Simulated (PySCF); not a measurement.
ClCu, singlet, at a GFN2-xTB geometry (such geometries of metal compounds can be far from the true shape); PySCF with PBE/def2-TZVP.

PySCF was given this input:
```python
from pyscf import gto, scf, dft

mol = gto.M(
    atom='''
Cu   -0.00000000   -0.00000000   -0.75781346
Cl    0.00000000    0.00000000    1.29274060
''',
    basis='def2-tzvp',
    verbose=4,
)

mf = dft.RKS(mol)
mf.xc = 'pbe'
mf.kernel()
```

Q: Predict the main parts of the log of this PySCF run.

A: 
```
PySCF version 2.14.0

[INPUT] verbose = 4
[INPUT] num. atoms = 2
[INPUT] num. electrons = 46
[INPUT] charge = 0
[INPUT] spin (= nelec alpha-beta = 2S) = 0
[INPUT] symmetry False subgroup None
[INPUT] Mole.unit = angstrom
[INPUT] Symbol           X                Y                Z      unit          X                Y                Z       unit  Magmom
[INPUT]  1 Cu     0.000000000000   0.000000000000  -0.757813460000 AA    0.000000000000   0.000000000000  -1.432059892909 Bohr   0.0
[INPUT]  2 Cl     0.000000000000   0.000000000000   1.292740600000 AA    0.000000000000   0.000000000000   2.442925684106 Bohr   0.0

nuclear repulsion = 127.226279995544
number of shells = 28
number of NR pGTOs = 155
number of NR cGTOs = 82
basis = def2-tzvp
ecp = {}

******** <class 'pyscf.dft.rks.RKS'> ********
method = RKS
initial guess = minao
damping factor = 0
level_shift factor = 0
DIIS = <class 'pyscf.scf.diis.CDIIS'>
diis_start_cycle = 1
diis_space = 8
diis_damp = 0
SCF conv_tol = 1e-09
SCF conv_tol_grad = None
SCF max_cycles = 50
direct_scf = True
direct_scf_tol = 1e-13
XC library pyscf.dft.libxc version 7.1.2
    S. Lehtola, C. Steigemann, M. J. T. Oliveira, and M. A. L. Marques,  SoftwareX 7, 1–5 (2018)
XC functionals = pbe
    J. P. Perdew, K. Burke, and M. Ernzerhof,  Phys. Rev. Lett. 77, 3865 (1996)
    J. P. Perdew, K. Burke, and M. Ernzerhof,  Phys. Rev. Lett. 78, 1396 (1997)
    J. P. Perdew, K. Burke, and M. Ernzerhof,  Phys. Rev. Lett. 77, 3865 (1996)
    J. P. Perdew, K. Burke, and M. Ernzerhof,  Phys. Rev. Lett. 78, 1396 (1997)
radial grids:
    Treutler-Ahlrichs [JCP 102, 346 (1995); DOI:10.1063/1.469408] (M4) radial grids

becke partition: Becke, JCP 88, 2547 (1988); DOI:10.1063/1.454033
pruning grids: <function nwchem_prune>
grids dens level: 3
symmetrized grids: False
atomic radii adjust function: <function treutler_atomic_radii_adjust>
small_rho_cutoff = 0
Set gradient conv threshold to 3.16228e-05
Initial guess from minao.
tot grids = 39520
init E= -2099.98940337795
  HOMO = -0.0103196403663068  LUMO = -0.00596644471024469  gap/eV = 0.11846
cycle= 1 E= -2096.15410129034  delta_E= 3.84  |g|= 6.35  |ddm|=  2.3
  HOMO = -0.549372186041906  LUMO = -0.451811225515954  gap/eV = 2.65477
cycle= 2 E= -2079.12202702935  delta_E=   17  |g|= 12.1  |ddm|= 7.84
  HOMO = -0.646093654717671  LUMO = -0.200321428144946  gap/eV = 12.13008
cycle= 3 E= -2099.11525417189  delta_E=  -20  |g|=  3.4  |ddm|= 7.29
  HOMO = -0.107601496898736  LUMO = -0.07650523515413  gap/eV = 0.84617
cycle= 4 E= -2094.21372432515  delta_E=  4.9  |g|= 3.82  |ddm|= 4.56
  HOMO = -0.290801151788509  LUMO = -0.113573443030809  gap/eV = 4.82261
cycle= 5 E= -2100.24904029676  delta_E= -6.04  |g|= 0.856  |ddm|= 4.12
  HOMO = -0.213058127657588  LUMO = -0.150417498715093  gap/eV = 1.70454
cycle= 6 E= -2100.3285536616  delta_E= -0.0795  |g|= 0.177  |ddm|= 0.753
  HOMO = -0.221824885910779  LUMO = -0.143220720290568  gap/eV = 2.13893
cycle= 7 E= -2100.33790719561  delta_E= -0.00935  |g|= 0.0383  |ddm|= 0.259
  HOMO = -0.216046189893206  LUMO = -0.138824864409283  gap/eV = 2.10130
cycle= 8 E= -2100.33809142398  delta_E= -0.000184  |g|= 0.03  |ddm|= 0.0439
  HOMO = -0.217897619674532  LUMO = -0.140417399353783  gap/eV = 2.10834
cycle= 9 E= -2100.33823901129  delta_E= -0.000148  |g|= 0.00669  |ddm|= 0.0211
  HOMO = -0.218462304110351  LUMO = -0.140670688033715  gap/eV = 2.11682
cycle= 10 E= -2100.33824556027  delta_E= -6.55e-06  |g|= 0.00134  |ddm|= 0.00533
  HOMO = -0.218398240308786  LUMO = -0.140664568961562  gap/eV = 2.11524
cycle= 11 E= -2100.33824579186  delta_E= -2.32e-07  |g|= 6.9e-05  |ddm|= 0.00103
  HOMO = -0.218394462947564  LUMO = -0.14066254361067  gap/eV = 2.11519
cycle= 12 E= -2100.33824579251  delta_E= -6.54e-10  |g|= 1.36e-05  |ddm|= 5.84e-05
  HOMO = -0.218393694705526  LUMO = -0.140661016295333  gap/eV = 2.11521
Extra cycle  E= -2100.33824579224  delta_E= 2.7e-10  |g|= 4.93e-05  |ddm|= 4.05e-05
converged SCF energy = -2100.33824579224
```
